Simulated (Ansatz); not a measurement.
Ansatz (a first-principles code) input (wB97M-V/def2-TZVPD):

Ansatz 0.2 input:
```yaml
crystal:
  periodic: [false, false, false]
  atoms:
    - {symbol: Na, position_ang: [-0.00000000, -0.00000000, -0.91722285]}
    - {symbol: O, position_ang: [0.00000000, 0.00000000, 1.01503037]}
    - {symbol: H, position_ang: [0.00000000, 0.00000000, 1.96920848]}
basis:
  gaussian:
    orbitals: def2-TZVPD
hamiltonian:
  xc: {name: wB97M-V}
total_charge: 1
magnetization: {spin_polarized: true, initial_magnetization: 1}
```

End of the output:

```
integrals: 0.03 GiB planned
553 factors; their error is unknown
integrals: 0.07 GiB planned
227 factors; integrals over basis functions are off by at most 3.3e-5 eV
mean field: 0.43 GiB planned
mean field evaluation 1: about -6463.5311 eV, gradient 5.2e1 eV
mean field evaluation 2: about -6465.3510 eV, gradient 4.5e1 eV
mean field evaluation 4: about -6471.6016 eV, gradient 1.6e-1 eV
mean field evaluation 8: about -6471.6143 eV, gradient 1.5e-1 eV
mean field evaluation 16: about -6471.6144 eV, gradient 7.0e-5 eV
mean field -6471.61439514 eV, -237.8274424036 hartree, gradient 7.0e-5 eV, S^2 0.752492; 0 other end points of the search recorded, 0 dependent functions left out
reference -6471.61443308 eV, -237.8274437978 hartree; 10, 9 occupied and 74, 75 virtual orbitals, 553 factors
Total energy: -6471.61443308 eV, -237.8274437978 hartree
```

This state (charge 1, doublet) is run at the relaxed geometry of the species with charge 0 and multiplicity 1.
